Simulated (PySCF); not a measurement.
A structure optimised at B3LYP-D3(BJ)/def2-SVP, used in a PySCF frequency run:

```xyz
9

Mg     0.3104     1.1124     0.0000
I     -0.0536    -1.4454     0.0000
C      0.6084     3.1929     0.0000
C     -0.6631     4.0575     0.0000
H      1.2339     3.4377    -0.8784
H      1.2339     3.4377     0.8784
H     -1.2944     3.8698     0.8854
H     -1.2944     3.8698    -0.8854
H     -0.4340     5.1391     0.0000
```
Charge 0, spin multiplicity 1.

Question: Write its SMILES, formula and point group.

Answer: C[CH2][Mg][I], C₂H₅IMg, Cs

Question: What are its rotational constants (standard atomic weights)?

Answer: 22.804, 0.73707, 0.72037 GHz
